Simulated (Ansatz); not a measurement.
Program: Ansatz. Geometries: PBE0-D4/def2-TZVP. ΔE: electronic, gas phase. CBS: MP2 limit from def2 TZ/QZ plus the TZ coupled-cluster correction, frozen cores. DFT in def2-TZVPP. One conformer a species, not always the lowest.

Consider the redistribution: `O[SiH2]N[SiH2][SiH3]` + `SB(Cl)Cl` → `[SiH3][SiH2]N[SiH2]Cl` + `OB(S)Cl`.

| species | ωB97M-V energy (Eh) |
| --- | --- |
| `O[SiH2]N[SiH2][SiH3]` | -1003.92361 |
| `SB(Cl)Cl` | -1344.13088 |
| `[SiH3][SiH2]N[SiH2]Cl` | -1388.28111 |
| `OB(S)Cl` | -959.79310 |

(1) Work out ΔE.

Largest T1 diagnostic among the species: 0.012.

## Answers

(1) ΔE = (-1388.28111) + (-959.79310) − (-1003.92361) − (-1344.13088) = -0.01972 Eh = -51.8 kJ/mol. CCSD(T)/CBS gives -48.5 kJ/mol.

In def2-TZVPP, CCSD(T) changes the Hartree–Fock value by +10.8 kJ/mol (the triples alone add +1.9 kJ/mol) and MP2 by +13.3 kJ/mol.
